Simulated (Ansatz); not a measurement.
Relaxation of K₄Bi₂⁺ with UKS r2SCAN-D4/def2-SVP.

```sh
$ ansatz run in.yaml --threads 4 --pin off --events-out ev --progress --plain --max-ram 4787MiB
```

```yaml
crystal:
  periodic: [false, false, false]
  atoms:
    - {symbol: K, position_ang: [-2.619270, -3.290960, 3.103830]}
    - {symbol: K, position_ang: [1.678080, 1.904810, -0.110750]}
    - {symbol: K, position_ang: [0.150940, 0.114190, 3.581500]}
    - {symbol: K, position_ang: [-0.905240, -0.986410, 0.224900]}
    - {symbol: Bi, position_ang: [-0.028230, 0.239950, -2.930830]}
    - {symbol: Bi, position_ang: [1.723700, 2.018410, -3.868650]}
basis:
  gaussian: {orbitals: def2-SVP}
total_charge: 1
magnetization: {spin_polarized: true, initial_magnetization: 1}
hamiltonian: {xc: r2scan, dispersion: d4}
scf: {lower_state_search: "off"}
output: {orbitals: {seedname: orbitals}}
relax: {f_tol: 0.02, max_steps: 100}
```

Hardware: 4 threads of Arm Neoverse V1 on a shared host. Wall time 10 min.

Positions (Å) and forces (eV/Å) at steps 1, 2, 3, 4, 7, 8, 9, 10, 11, 12, 13, 14, 15, 16, 17, 18, 19, 20, 21, 22, 23, 24, 25, 26, 27, 28, 29, 30, 31, 32, 33, 34, 35, 36, 37, 40, 41 of 41:

```xyz
6
step=1 energy=-76971.1446 eV
K    -2.619   -3.291    3.104   -0.153   -0.203    0.189
K     1.678    1.905   -0.111    0.217    0.252   -0.337
K     0.151    0.114    3.582    0.102    0.107    0.544
K    -0.905   -0.986    0.225   -0.226   -0.220   -0.510
Bi   -0.028    0.240   -2.931   -0.693   -0.698    0.427
Bi    1.724    2.018   -3.869    0.754    0.762   -0.313
6
step=2 energy=-76971.2996 eV
K    -2.650   -3.333    3.195   -0.126   -0.170    0.170
K     1.703    1.936   -0.190    0.161    0.188   -0.256
K     0.144    0.103    3.634    0.091    0.095    0.448
K    -0.963   -1.047    0.205   -0.176   -0.169   -0.432
Bi   -0.048    0.227   -2.928    0.351    0.363   -0.156
Bi    1.814    2.114   -3.916   -0.300   -0.307    0.225
6
step=3 energy=-76971.5134 eV
K    -2.727   -3.434    3.339   -0.064   -0.089    0.111
K     1.797    2.047   -0.305    0.075    0.090   -0.153
K     0.135    0.087    3.817    0.035    0.036    0.215
K    -1.049   -1.135    0.101   -0.081   -0.072   -0.251
Bi    0.003    0.287   -2.970    0.232    0.236   -0.069
Bi    1.841    2.148   -3.981   -0.197   -0.201    0.148
6
step=4 energy=-76971.6130 eV
K    -2.795   -3.526    3.497   -0.018   -0.028    0.057
K     1.887    2.154   -0.415    0.033    0.040   -0.066
K     0.117    0.061    3.970   -0.006   -0.009    0.062
K    -1.129   -1.212   -0.022   -0.025   -0.017   -0.105
Bi    0.059    0.350   -2.998    0.021    0.019    0.046
Bi    1.862    2.174   -4.033   -0.005   -0.006    0.005
6
step=7 energy=-76971.6605 eV
K    -2.893   -3.684    3.798    0.002    0.003   -0.014
K     2.236    2.546   -0.704   -0.001   -0.001   -0.025
K    -0.114   -0.187    4.086   -0.006   -0.005    0.005
K    -1.252   -1.300   -0.113    0.003    0.002    0.006
Bi    0.188    0.472   -2.805    0.037    0.036    0.003
Bi    1.835    2.153   -4.262   -0.034   -0.035    0.026
6
step=8 energy=-76971.6664 eV
K    -2.920   -3.725    3.819    0.000    0.002   -0.022
K     2.352    2.676   -0.801   -0.008   -0.007   -0.041
K    -0.183   -0.256    4.106   -0.001    0.001    0.014
K    -1.273   -1.316   -0.088   -0.001   -0.003    0.003
Bi    0.225    0.504   -2.710    0.073    0.074   -0.022
Bi    1.799    2.117   -4.327   -0.064   -0.066    0.070
6
step=9 energy=-76971.6743 eV
K    -2.946   -3.761    3.817    0.001    0.003   -0.028
K     2.464    2.803   -0.898   -0.018   -0.016   -0.060
K    -0.236   -0.308    4.136    0.000    0.002    0.015
K    -1.300   -1.344   -0.068   -0.003   -0.007    0.001
Bi    0.262    0.538   -2.607    0.100    0.103   -0.035
Bi    1.756    2.071   -4.379   -0.080   -0.084    0.107
6
step=10 energy=-76971.6877 eV
K    -2.970   -3.791    3.789    0.003    0.006   -0.030
K     2.575    2.932   -1.003   -0.029   -0.027   -0.079
K    -0.278   -0.347    4.173   -0.004   -0.002    0.011
K    -1.334   -1.385   -0.053   -0.006   -0.011   -0.002
Bi    0.302    0.580   -2.488    0.122    0.127   -0.037
Bi    1.705    2.011   -4.419   -0.087   -0.092    0.136
6
step=11 energy=-76971.7060 eV
K    -2.992   -3.818    3.773    0.006    0.010   -0.033
K     2.679    3.056   -1.112   -0.037   -0.035   -0.089
K    -0.318   -0.386    4.204   -0.007   -0.006    0.006
K    -1.372   -1.431   -0.055   -0.011   -0.018   -0.003
Bi    0.347    0.629   -2.364    0.152    0.159   -0.056
Bi    1.655    1.950   -4.445   -0.103   -0.110    0.175
6
step=12 energy=-76971.7337 eV
K    -3.009   -3.840    3.758    0.006    0.010   -0.030
K     2.778    3.174   -1.227   -0.042   -0.039   -0.091
K    -0.354   -0.424    4.220   -0.010   -0.011   -0.003
K    -1.412   -1.480   -0.073   -0.012   -0.021   -0.009
Bi    0.398    0.690   -2.227    0.164    0.177   -0.060
Bi    1.600    1.878   -4.452   -0.106   -0.116    0.193
6
step=13 energy=-76971.7710 eV
K    -3.025   -3.859    3.743    0.000    0.002   -0.029
K     2.872    3.291   -1.352   -0.042   -0.039   -0.087
K    -0.388   -0.461    4.220   -0.005   -0.005   -0.015
K    -1.451   -1.529   -0.105   -0.009   -0.019   -0.013
Bi    0.454    0.769   -2.068    0.160    0.174   -0.073
Bi    1.538    1.789   -4.439   -0.104   -0.114    0.217
6
step=14 energy=-76971.8154 eV
K    -3.033   -3.869    3.709   -0.003   -0.002   -0.028
K     2.937    3.375   -1.456   -0.020   -0.015   -0.078
K    -0.400   -0.474    4.183   -0.002   -0.002   -0.022
K    -1.479   -1.573   -0.144   -0.003   -0.011   -0.022
Bi    0.505    0.857   -1.903    0.094    0.109   -0.008
Bi    1.470    1.684   -4.391   -0.066   -0.079    0.157
6
step=15 energy=-76971.8600 eV
K    -3.040   -3.876    3.664   -0.003   -0.003   -0.027
K     2.989    3.443   -1.561    0.002    0.007   -0.071
K    -0.402   -0.476    4.132    0.001    0.000   -0.024
K    -1.498   -1.609   -0.184    0.003   -0.003   -0.033
Bi    0.549    0.943   -1.733    0.054    0.068    0.007
Bi    1.403    1.575   -4.319   -0.057   -0.070    0.148
6
step=16 energy=-76971.9070 eV
K    -3.044   -3.880    3.613    0.000    0.000   -0.024
K     3.038    3.509   -1.671   -0.001    0.004   -0.070
K    -0.399   -0.474    4.074    0.001    0.000   -0.029
K    -1.512   -1.639   -0.235    0.011    0.009   -0.044
Bi    0.585    1.025   -1.560    0.038    0.048    0.015
Bi    1.333    1.459   -4.221   -0.049   -0.060    0.152
6
step=17 energy=-76971.9564 eV
K    -3.043   -3.878    3.558    0.001    0.001   -0.020
K     3.076    3.562   -1.783   -0.014   -0.012   -0.067
K    -0.392   -0.468    4.006    0.002    0.000   -0.039
K    -1.518   -1.658   -0.298    0.021    0.023   -0.050
Bi    0.616    1.102   -1.383    0.032    0.038    0.013
Bi    1.261    1.340   -4.100   -0.042   -0.050    0.163
6
step=18 energy=-76972.0070 eV
K    -3.036   -3.870    3.503    0.001    0.000   -0.017
K     3.093    3.591   -1.884   -0.022   -0.021   -0.062
K    -0.381   -0.458    3.928    0.005    0.004   -0.054
K    -1.513   -1.660   -0.370    0.031    0.036   -0.055
Bi    0.644    1.170   -1.214    0.018    0.024    0.039
Bi    1.193    1.226   -3.962   -0.034   -0.043    0.148
6
step=19 energy=-76972.0629 eV
K    -3.024   -3.857    3.446    0.000   -0.003   -0.013
K     3.088    3.593   -1.977   -0.015   -0.014   -0.053
K    -0.366   -0.443    3.842    0.010    0.012   -0.073
K    -1.493   -1.643   -0.450    0.038    0.045   -0.061
Bi    0.665    1.231   -1.049    0.007    0.012    0.063
Bi    1.130    1.120   -3.811   -0.039   -0.051    0.136
6
step=20 energy=-76972.1238 eV
K    -3.011   -3.844    3.387   -0.005   -0.010   -0.007
K     3.079    3.588   -2.062   -0.027   -0.026   -0.052
K    -0.352   -0.430    3.765    0.016    0.024   -0.098
K    -1.466   -1.617   -0.528    0.055    0.065   -0.077
Bi    0.684    1.292   -0.899    0.002   -0.001    0.093
Bi    1.065    1.011   -3.663   -0.042   -0.052    0.141
6
step=21 energy=-76972.2020 eV
K    -2.997   -3.829    3.336   -0.014   -0.021   -0.001
K     3.061    3.574   -2.135   -0.054   -0.056   -0.047
K    -0.335   -0.408    3.668    0.030    0.048   -0.132
K    -1.434   -1.586   -0.616    0.080    0.092   -0.107
Bi    0.707    1.337   -0.743    0.015   -0.011    0.074
Bi    0.997    0.911   -3.510   -0.057   -0.051    0.213
6
step=22 energy=-76972.3158 eV
K    -2.983   -3.813    3.297   -0.027   -0.039    0.005
K     3.029    3.545   -2.188   -0.077   -0.097   -0.044
K    -0.313   -0.374    3.552    0.065    0.087   -0.175
K    -1.390   -1.545   -0.713    0.112    0.118   -0.164
Bi    0.730    1.365   -0.592   -0.007    0.001    0.147
Bi    0.928    0.823   -3.356   -0.066   -0.068    0.232
6
step=23 energy=-76972.4679 eV
K    -2.970   -3.801    3.268   -0.032   -0.047    0.007
K     2.987    3.487   -2.223   -0.093   -0.110   -0.024
K    -0.279   -0.327    3.415    0.090    0.125   -0.206
K    -1.328   -1.488   -0.827    0.095    0.097   -0.190
Bi    0.732    1.390   -0.437    0.008    0.016    0.221
Bi    0.858    0.740   -3.195   -0.068   -0.082    0.193
6
step=24 energy=-76972.6116 eV
K    -2.942   -3.773    3.205   -0.043   -0.062    0.013
K     2.918    3.406   -2.271   -0.054   -0.057   -0.002
K    -0.236   -0.278    3.294    0.111    0.161   -0.218
K    -1.302   -1.458   -0.932    0.082    0.098   -0.145
Bi    0.742    1.437   -0.278   -0.034   -0.055    0.251
Bi    0.819    0.666   -3.019   -0.061   -0.085    0.101
6
step=25 energy=-76972.7212 eV
K    -2.915   -3.741    3.164   -0.045   -0.065    0.021
K     2.859    3.352   -2.266   -0.093   -0.093    0.052
K    -0.171   -0.185    3.134    0.101    0.138   -0.148
K    -1.266   -1.410   -1.041   -0.097   -0.084   -0.017
Bi    0.722    1.387   -0.111    0.039   -0.001    0.024
Bi    0.771    0.597   -2.879    0.095    0.105    0.068
6
step=26 energy=-76972.7461 eV
K    -2.901   -3.727    3.168   -0.038   -0.055    0.020
K     2.763    3.271   -2.207    0.134    0.192    0.072
K    -0.104   -0.093    2.977    0.045    0.039    0.058
K    -1.329   -1.445   -1.108    0.007    0.037   -0.030
Bi    0.747    1.366   -0.021   -0.012   -0.039   -0.211
Bi    0.824    0.628   -2.809   -0.135   -0.174    0.090
6
step=27 energy=-76972.7870 eV
K    -2.913   -3.761    3.208   -0.025   -0.039    0.023
K     2.744    3.347   -2.089    0.010    0.017    0.012
K     0.047   -0.047    3.000    0.034    0.029   -0.032
K    -1.462   -1.375   -1.183    0.007    0.031   -0.016
Bi    0.627    1.358   -0.122   -0.042    0.039    0.138
Bi    0.957    0.479   -2.813    0.015   -0.078   -0.126
6
step=28 energy=-76972.8102 eV
K    -2.937   -3.832    3.266    0.001   -0.003    0.009
K     2.718    3.352   -2.030   -0.002    0.000    0.000
K     0.198   -0.012    2.956    0.007   -0.015   -0.025
K    -1.562   -1.283   -1.277   -0.009    0.016    0.007
Bi    0.480    1.418   -0.162   -0.035    0.036    0.044
Bi    1.104    0.357   -2.753    0.038   -0.033   -0.035
6
step=29 energy=-76972.8217 eV
K    -2.947   -3.882    3.306    0.026    0.030   -0.005
K     2.701    3.357   -2.006   -0.014   -0.011   -0.002
K     0.304   -0.030    2.890   -0.006   -0.038   -0.038
K    -1.644   -1.197   -1.314    0.005    0.013   -0.011
Bi    0.343    1.501   -0.203    0.046   -0.052   -0.157
Bi    1.243    0.251   -2.673   -0.057    0.058    0.214
6
step=30 energy=-76972.8357 eV
K    -2.924   -3.883    3.307    0.028    0.034   -0.009
K     2.675    3.355   -1.990   -0.016   -0.024   -0.013
K     0.385   -0.063    2.804   -0.002   -0.041   -0.046
K    -1.715   -1.136   -1.346    0.015    0.022   -0.013
Bi    0.239    1.582   -0.231    0.084   -0.128   -0.227
Bi    1.340    0.147   -2.544   -0.108    0.137    0.306
6
step=31 energy=-76972.8652 eV
K    -2.887   -3.854    3.287    0.021    0.027   -0.007
K     2.647    3.345   -1.997   -0.015   -0.022   -0.012
K     0.445   -0.115    2.708    0.011   -0.036   -0.049
K    -1.767   -1.091   -1.373    0.011    0.022   -0.014
Bi    0.155    1.642   -0.249    0.050   -0.088   -0.140
Bi    1.407    0.072   -2.377   -0.077    0.097    0.222
6
step=32 energy=-76972.8985 eV
K    -2.853   -3.812    3.268    0.010    0.014   -0.004
K     2.619    3.331   -2.013   -0.016   -0.017   -0.006
K     0.502   -0.178    2.606    0.029   -0.025   -0.061
K    -1.801   -1.058   -1.402    0.001    0.019   -0.016
Bi    0.076    1.697   -0.261   -0.003   -0.013   -0.046
Bi    1.457    0.019   -2.199   -0.021    0.021    0.133
6
step=33 energy=-76972.9377 eV
K    -2.831   -3.780    3.253    0.004    0.010   -0.004
K     2.588    3.313   -2.023   -0.016   -0.014   -0.006
K     0.574   -0.230    2.491    0.044   -0.025   -0.084
K    -1.830   -1.025   -1.433   -0.002    0.016   -0.017
Bi   -0.006    1.757   -0.271    0.008   -0.017   -0.060
Bi    1.505   -0.034   -2.017   -0.039    0.031    0.171
6
step=34 energy=-76972.9885 eV
K    -2.816   -3.754    3.241    0.002    0.008   -0.006
K     2.564    3.292   -2.035   -0.018   -0.018   -0.007
K     0.645   -0.279    2.367    0.058   -0.029   -0.107
K    -1.850   -1.001   -1.458   -0.006    0.011   -0.017
Bi   -0.080    1.816   -0.286    0.008   -0.003   -0.060
Bi    1.537   -0.074   -1.829   -0.044    0.032    0.198
6
step=35 energy=-76973.0474 eV
K    -2.808   -3.739    3.231    0.004    0.011   -0.013
K     2.547    3.273   -2.049   -0.020   -0.033   -0.010
K     0.715   -0.324    2.237    0.061   -0.035   -0.104
K    -1.868   -0.983   -1.475   -0.005    0.008   -0.013
Bi   -0.146    1.878   -0.307    0.030   -0.025   -0.075
Bi    1.559   -0.106   -1.638   -0.071    0.074    0.215
6
step=36 energy=-76973.0937 eV
K    -2.801   -3.725    3.211    0.006    0.014   -0.020
K     2.528    3.230   -2.068    0.008   -0.008   -0.028
K     0.788   -0.369    2.121    0.033   -0.031   -0.009
K    -1.876   -0.972   -1.488   -0.006    0.007   -0.005
Bi   -0.202    1.943   -0.333   -0.028   -0.006   -0.016
Bi    1.563   -0.108   -1.443   -0.014    0.025    0.078
6
step=37 energy=-76973.1042 eV
K    -2.785   -3.644    3.060   -0.024   -0.019    0.002
K     2.422    3.165   -2.225   -0.012   -0.005    0.003
K     0.869   -0.434    2.180    0.013    0.023    0.029
K    -1.862   -0.930   -1.507    0.003   -0.011   -0.004
Bi   -0.235    1.947   -0.256    0.017    0.012    0.011
Bi    1.592   -0.104   -1.253    0.003   -0.001   -0.040
6
step=40 energy=-76973.1095 eV
K    -2.954   -3.662    2.889   -0.004   -0.003    0.002
K     2.282    3.168   -2.390   -0.005   -0.010    0.011
K     0.985   -0.389    2.255    0.009    0.007   -0.008
K    -1.796   -0.976   -1.353   -0.010   -0.006   -0.006
Bi   -0.161    1.950   -0.169    0.014   -0.005   -0.007
Bi    1.643   -0.091   -1.233   -0.003    0.016    0.008
6
step=41 energy=-76973.1097 eV
K    -2.956   -3.658    2.885   -0.003   -0.002    0.001
K     2.283    3.161   -2.371    0.009    0.012   -0.008
K     1.003   -0.375    2.248    0.004    0.000    0.005
K    -1.809   -0.988   -1.356    0.013    0.009    0.002
Bi   -0.163    1.949   -0.173   -0.015   -0.006    0.002
Bi    1.642   -0.089   -1.234   -0.008   -0.014   -0.003
```

In the def2 sets Bi takes a core potential; there is no spin–orbit coupling. The charge 1 doublet is spin-contaminated (final ⟨S²⟩ up to 1.68, 0.75 for a pure state). The relaxation made no stability test and no search for a lower SCF solution. Another isomer (doublet) lies 0.69 eV lower at PBE0-D4/def2-TZVP; other spin states weren't run for this one.
